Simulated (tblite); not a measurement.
C7H11P2 (charge -1).
Atom-mapped SMILES: `[CH3:1][C:2]([CH3:3])([CH3:4])[c:5]1[cH:6][p-:7][cH:8][p:9]1` (hydrogens: H10, H11, H12 on C1; H13, H14, H15 on C3; H16, H17, H18 on C4; H19 on C6; H20 on C8)

Structure optimised with GFN2-xTB, isolated species.

Problem. Give the optimised bond lengths and angles.

Solution. 
| bond | length (Å) |
| --- | --- |
| C1–C2, C2–C3, C2–C4 | 1.532 |
| C2–C5 | 1.518 |
| C5–C6 | 1.371 |
| C6–P7 | 1.745 |
| P7–C8 | 1.725 |
| C8–P9 | 1.724 |
| C5–P9 | 1.766 |
| C1–H10 and 8 like bonds | 1.090 |
| C6–H19 | 1.083 |
| C8–H20 | 1.084 |

Bonds in one row agree within 0.01 Å and their mean is given. A selection of angles:
| angle | degrees |
| --- | --- |
| C2–C1–H10 | 110.8 |
| C2–C1–H12 | 109.9 |
| H10–C1–H11 | 108.6 |
| H10–C1–H12 | 108.4 |
| C1–C2–C3 | 108.6 |
| C1–C2–C5 | 112.7 |
| C3–C2–C5 | 108.8 |
| C2–C5–C6 | 124.7 |
| C2–C5–P9 | 119.8 |
| C6–C5–P9 | 115.4 |
| C5–C6–P7 | 118.6 |
| C5–C6–H19 | 123.1 |
| P7–C6–H19 | 118.3 |
| C6–P7–C8 | 93.2 |
| P7–C8–P9 | 118.7 |
| P7–C8–H20 | 121.0 |
| P9–C8–H20 | 120.4 |
| C5–P9–C8 | 94.0 |

Dihedral angles: C1–C2–C5–C6 0° (synperiplanar).

C8 (aromatic CH carbon) is planar (angles 121.0°, 120.4° and 118.7°, sum 360.0°, 0.00 Å off the plane of its three neighbours). Of the pairs four or more bonds apart, C1···H19 is among the closest relative to their van der Waals radii: 2.58 Å, 89 % of the sum of Bondi's values. C5 (substituted aromatic carbon) is planar (angles 124.7°, 119.8° and 115.4°, sum 360.0°, 0.00 Å off the plane of its three neighbours). The C–P distances run from 1.724 Å (C8–P9, aromatic) to 1.766 Å (C5–P9, aromatic), a spread of 0.042 Å. C6 (aromatic CH carbon) is planar (angles 123.1°, 118.6° and 118.3°, sum 360.0°, 0.00 Å off the plane of its three neighbours). The 5 C–C bonds span 1.371 Å (C5–C6, aromatic) to 1.533 Å (C2–C4, drawn single), a spread of 0.162 Å. P9 (phosphorus bonded to 2 C) is bent (angle 94.0°).

Point group: Cs (every atom within 0.08 Å of its image). Its lowest GFN2-xTB frequency is 15 cm⁻¹, too small to tell a flat minimum from a shallow saddle.

Hardware: an Arm Neoverse N1 with one thread, no GPU, shared host. Cost: 1.3 s wall. That covers the optimisation of the geometry.

These are computed values.
